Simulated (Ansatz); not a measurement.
`[O]=[W]([OH])([F])=[S]` and `[CH3][W](=[O])([F])=[S]` differ in one atom or group.

Ansatz, PBE0-D4/def2-TZVP geometries, multiplicity 1. Each molecule was computed in one conformer, which needn't be the lowest.

Elements past krypton have def2 core potentials.

```
                                        property  `[O]=[W]([OH])([F])=[S]`
           HOMO–LUMO gap (B3LYP/def2-TZVPP) / eV                      4.98
               HOMO energy (PBE/def2-TZVPP) / eV                     -6.77
             HOMO–LUMO gap (PBE/def2-TZVPP) / eV                      3.45
size of the dipole moment (B3LYP/def2-TZVPP) / D                      3.01
              LUMO energy (PBE0/def2-TZVPP) / eV                     -2.62
           HOMO energy (ωB97M-V/def2-TZVPP) / eV                    -10.13
```

Question: What does the change do to each property? (Best estimate.)

Answer: Ansatz gave: 
```tsv
property	`[CH3][W](=[O])([F])=[S]`	shift
HOMO–LUMO gap (B3LYP/def2-TZVPP) / eV	4.56	-0.42
HOMO energy (PBE/def2-TZVPP) / eV	-6.67	0.10
HOMO–LUMO gap (PBE/def2-TZVPP) / eV	3.03	-0.42
size of the dipole moment (B3LYP/def2-TZVPP) / D	2.62	-0.39
LUMO energy (PBE0/def2-TZVPP) / eV	-2.90	-0.28
HOMO energy (ωB97M-V/def2-TZVPP) / eV	-10.02	0.11
```

With PBE0 the HOMO rises by 0.12 eV and the LUMO falls by 0.28 eV, so the gap narrows by about 0.40 eV. PBE moves the HOMO by 0.10 eV and ωB97M-V by 0.11 eV. Dipoles are sizes alone; their direction can turn.

B3LYP here is the variant with VWN-RPA as its local correlation; programs differ in this.
